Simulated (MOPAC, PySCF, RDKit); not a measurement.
Isomers of C4H4. All species are isolated molecules in the gas phase. Strings in code marks are SMILES.

Quantity: electronic energy of isomers of C4H4 relative to `C#CC=C`, in kcal/mol. Semi-empirical values (MOPAC) are differences of heats of formation. Force-field values (RDKit) are differences of steric energies, which aren't made for comparing isomers with other bonds.

Level 1: B3LYP-D3(BJ)/def2-TZVP (PySCF)
Level 2: PBE-D3(BJ)/def2-TZVP // B3LYP-D3(BJ)/def2-TZVP (PySCF)
Level 3: AM1 // B3LYP-D3(BJ)/def2-TZVP (MOPAC)
Level 4: MMFF94, relaxed from the DFT geometry (RDKit)

```csv
species,level 1,level 2,level 3,level 4
`C=C1C=C1`,22.4,17.5,32.7,43.6
`C=C=C=C`,3.58,0.96,8.01,-5.40
`C1=CC=C1`,39.1,33.7,45.5,3.95
```
